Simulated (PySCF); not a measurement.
Bonds (- single, = double, # triple, : aromatic): C1-O2 1.391 Å, O2-Si3 1.672 Å, Si3-S4 2.137 Å, S4-C5 1.842 Å, C5-S6 1.808 Å, S6-C1 1.821 Å. C1 carries H7, H8; Si3 carries H9, H10; C5 carries H11, H12.

Geometry: PBE0-D3(BJ)/def2-SVP; GIAO absolute shieldings from PySCF 2.14, gas phase, non-relativistic, averaged over equivalent atoms.

At OPBE/pcSseg-1 (153 basis functions, 30 s wall time on 1 thread of an Arm Neoverse V1, shared host):
| atoms | σ (ppm) |
| --- | --- |
| C1 | 109.4 |
| C5 | 142.3 |
| O2 | 275.5 |
| Si3 | 371.7 |
| S6 | 449.0 |
| S4 | 584.9 |
| H9/H10 | 25.61 |
| H7/H8 | 25.99 |
| H11/H12 | 27.07 |

Question: Estimate the result of repeating the calculation with PBE0/IGLO-III.

Answer: 
```csv
atoms,σ at PBE0/IGLO-III,change
C1,106.5,-2.9
C5,142.0,-0.3
O2,270.2,-5.3
Si3,361.6,-10.1
S6,417.9,-31.1
S4,563.5,-21.4
H9/H10,25.61,+0.00
H7/H8,26.12,+0.13
H11/H12,27.18,+0.11
```

The largest change is at S6 (sulfide sulfur). Cost: 297 basis functions, 82 s wall time on 1 thread of an Arm Neoverse V1, shared host.
